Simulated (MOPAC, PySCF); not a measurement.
C₆H₁₅GeI, SMILES `C[CH2][Ge]([I])([CH2]C)[CH2]C`, neutral singlet in the gas phase. 

Z-matrix (Å, degrees):
```
Ge
C 1 1.9707
H 2 1.1021 1 107.18
H 2 1.1048 3 106.64 1 113.40
C 2 1.5293 3 111.11 4 121.06
H 5 1.1014 2 111.12 3 61.95
H 5 1.1022 6 107.39 2 -122.36
H 5 1.1024 6 107.67 7 -115.31
C 1 1.9711 2 112.42 3 53.99
H 9 1.1014 1 107.46 2 -170.90
H 9 1.1017 10 106.52 1 -115.01
C 9 1.5322 10 111.18 11 -121.46
H 12 1.1025 9 111.84 10 179.05
H 12 1.1026 13 107.29 9 -122.85
H 12 1.1026 13 107.12 14 -114.74
C 1 1.9716 2 112.10 3 -179.06
H 16 1.1015 1 107.39 2 58.11
H 16 1.1049 17 106.59 1 113.61
C 16 1.5290 17 111.10 18 121.19
H 19 1.1015 16 111.12 17 62.17
H 19 1.1023 20 107.38 16 -122.35
H 19 1.1024 20 107.62 21 -115.25
I 1 2.5795 2 106.99 3 -62.61
```
Charge 0, spin multiplicity 1.

All levels are single points at this geometry (B3LYP-D3(BJ)/def2-SVP); Pople sets use spherical d functions. Orbital energies aren't observables, and empty levels follow the basis.

| level | HOMO (eV) | LUMO (eV) | gap (eV) | dipole (D) | vertical IE, Delta-SCF (eV) |
|---|---|---|---|---|---|
| PBE-D3(BJ)/def2-TZVP in PySCF | -5.93 | -1.10 | 4.82 | 2.98 | – |
| ωB97X-D3(BJ)/def2-TZVP in PySCF | -9.35 | 1.73 | 11.08 | 3.10 | 9.14 |
| B3LYP/6-311+G** (LANL2DZ on Ge, I) in PySCF | -6.88 | -0.41 | 6.47 | 3.20 | – |
| B3LYP/6-31G* (LANL2DZ on I) in PySCF | -6.68 | -0.14 | 6.54 | 3.53 | 8.75 |
| B3LYP/LANL2DZ in PySCF | -6.78 | -0.17 | 6.61 | 3.49 | – |
| BP86/6-31G* (LANL2DZ on I) in PySCF | -5.90 | -0.92 | 4.99 | 3.53 | – |
| M06-2X/6-31G* (LANL2DZ on I) in PySCF | -7.93 | 0.98 | 8.91 | 3.59 | – |
| PBE/6-31G* (LANL2DZ on I) in PySCF | -5.80 | -0.78 | 5.02 | 3.51 | – |
| SVWN5/6-31G* (LANL2DZ on I) in PySCF | -5.88 | -0.99 | 4.89 | 3.48 | – |
| HF/6-31G* (LANL2DZ on I) in PySCF | -9.44 | 3.61 | 13.04 | 3.87 | 8.37 |
| PM3 in MOPAC | -9.96 | -2.48 | 7.48 | 4.19 | – |
| PM6 in MOPAC | -9.33 | -1.14 | 8.19 | 3.31 | – |
| PM7 in MOPAC | -8.86 | -0.45 | 8.41 | 4.57 | – |
